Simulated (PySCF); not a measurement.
Level of theory: TPSSh-D3(BJ)/def2-TZVP // PBE0-D3(BJ)/def2-SVP (PySCF). Isolated molecules, 0 K electronic values unless said otherwise. One relaxed conformer stands for a flexible species; it need not be the lowest. Excitations are Tamm–Dancoff values on a coarser integration grid. The basis has no diffuse functions, so Rydberg states are missing or too high.

Reference species (SMILES): `[C@H]1(CCC[C@H](C1)B)C#N` (neutral, multiplicity 1).

* **S1 excitation (TDA)**: 5.50 eV
* **LUMO**: -2.00 eV
* **HOMO–LUMO gap**: 6.04 eV
* **HOMO**: -8.04 eV

Changed species: `[C@H]1(B)CC[C@@H](CC1)C#N`.

Q: Predict the effect on the S1 excitation (TDA), LUMO, HOMO–LUMO gap and HOMO.

A: the S1 excitation (TDA) falls by 0.09 eV, to 5.41 eV; the LUMO rises by 0.06 eV, to -1.94 eV; the HOMO–LUMO gap falls by 0.06 eV, to 5.98 eV; the HOMO rises by 0.12 eV, to -7.92 eV.
